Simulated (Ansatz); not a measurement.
Species: MgCl, charge 1, multiplicity 1. 
Coordinates optimised at B3LYP-D3(BJ)/def2-TZVP (Ansatz, a first-principles code):
```
Mg
Cl 1 2.1176
```
Charge +1, spin multiplicity 1.

Parts of the frozen-core correlation energy in STO-3G (Ansatz, hartree). Frozen orbitals: 10; correlated occupied orbitals by spin: 4 and 4; virtual: 4 and 4. Spin-orbit coupling is left out. No relativistic terms.

```json
[
 {"term": "reference (HF)", "value": "-651.61280"},
 {"term": "MP2 opposite-spin", "value": "-0.01044"},
 {"term": "MP2 same-spin", "value": "[?]"},
 {"term": "CCSD correlation", "value": "[?]"},
 {"term": "(T)", "value": "[?]"},
 {"term": "FCI minus CCSD(T)", "value": "-0.00012"},
 {"term": "T1 diagnostic", "value": "0.017"},
 {"term": "largest doubles amplitude", "value": "0.067"}
]
```

Question: Complete the blanks.

Answer: 
- MP2 same-spin, value: -0.00201
- CCSD correlation, value: -0.01587
- (T), value: -0.00090
